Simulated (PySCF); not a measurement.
Job file and geometry (Å, from GFN2-xTB) of an NMR shielding run on SMILES C#C[C@@H]1CNBN1, C$_{4}$H$_{7}$BN$_{2}$, PySCF, GIAO PBE0/pcSseg-1 NMR shielding, non-relativistic, gas phase; density fitting, a coarse starting grid and PySCF grid level 2 are the driver's defaults:

```
$ OMP_NUM_THREADS=1 python probes_run.py task.json out

{"job": {"kind": "nmr", "xc": "PBE0", "basis": "pcSseg-1"}, "charge": 0, "multiplicity": 1}
C      2.358345    -1.227099    -0.997902
C      1.573666    -0.640458    -0.310089
C      0.610169     0.112468     0.482246
C     -0.682681    -0.704789     0.746639
N     -1.731524     0.083173     0.137825
B     -1.246164     1.258040    -0.452333
N      0.137852     1.289980    -0.225350
H      3.046734    -1.756778    -1.586744
H      1.097308     0.395084     1.430683
H     -0.852319    -0.834902     1.823911
H     -0.610014    -1.701815     0.291190
H     -2.663686    -0.286070     0.178836
H     -1.871480     2.066592    -1.009441
H      0.833116     1.946099    -0.531637
```

**Question.** What does the program print?

**Answer.** 
```
coarse grid: 11896 points
cycle   1  E = -290.4990782216  dE =  1.118e+00  |g| = 5.014e-01  |ddm| = 3.505e+00
cycle   2  E = -290.4949853590  dE =  4.093e-03  |g| = 5.430e-01  |ddm| = 9.864e-01
cycle   3  E = -290.5587133338  dE = -6.373e-02  |g| = 8.123e-02  |ddm| = 4.652e-01
cycle   4  E = -290.5598554544  dE = -1.142e-03  |g| = 3.628e-02  |ddm| = 8.368e-02
cycle   5  E = -290.5600823477  dE = -2.269e-04  |g| = 1.970e-02  |ddm| = 3.750e-02
cycle   6  E = -290.5601734901  dE = -9.114e-05  |g| = 3.072e-03  |ddm| = 1.481e-02
cycle   7  E = -290.5601757391  dE = -2.249e-06  |g| = 6.049e-04  |ddm| = 3.014e-03
final grid: 115632 points
cycle   8  E = -290.5982351158  dE = -3.556e-05  |g| = 6.999e-03  |ddm| = 4.588e-02
cycle   9  E = -290.5982295129  dE =  5.603e-06  |g| = 8.781e-03  |ddm| = 1.395e-02
cycle  10  E = -290.5982465878  dE = -1.707e-05  |g| = 1.401e-03  |ddm| = 7.486e-03
cycle  11  E = -290.5982469899  dE = -4.021e-07  |g| = 5.645e-04  |ddm| = 1.254e-03
cycle  12  E = -290.5982470645  dE = -7.459e-08  |g| = 1.345e-04  |ddm| = 4.498e-04
cycle  13  E = -290.5982470686  dE = -4.086e-09  |g| = 2.417e-05  |ddm| = 1.386e-04
cycle  14  E = -290.5982470687  dE = -1.110e-10  |g| = 8.168e-06  |ddm| = 3.790e-05
converged SCF energy = -290.5982470687

GIAO shielding tensors (ppm)
atom      isotropic    diamagn.    paramagn.     s11        s22        s33       span
  0 C      109.885     257.319    -147.434     45.732     46.648    237.276    191.544
  1 C       93.592     263.525    -169.933    -14.725     -4.702    300.203    314.927
  2 C      138.235     239.523    -101.288    117.181    135.934    161.590     44.409
  3 C      130.157     245.157    -114.999    105.569    130.347    154.556     48.986
  4 N      186.217     319.625    -133.408    127.539    179.757    251.354    123.815
  5 B       77.568     196.544    -118.976     60.764     64.398    107.541     46.777
  6 N      171.152     320.163    -149.010    120.772    164.066    228.620    107.848
  7 H       29.912      34.000      -4.088     25.102     25.223     39.411     14.309
  8 H       27.072      27.405      -0.333     23.189     25.293     32.734      9.545
  9 H       27.689      28.740      -1.051     23.197     26.684     33.185      9.988
 10 H       27.870      29.131      -1.261     23.567     27.398     32.645      9.078
 11 H       29.388      30.748      -1.360     22.506     27.000     38.657     16.151
 12 H       27.655      29.623      -1.968     26.160     26.409     30.396      4.236
 13 H       29.022      31.434      -2.411     22.984     27.691     36.392     13.408
```

Size and cost of the density-fitted run: 154 basis functions, 22 s wall time on 1 thread of an Arm Neoverse V1, shared host; peak memory 0.71 GiB.
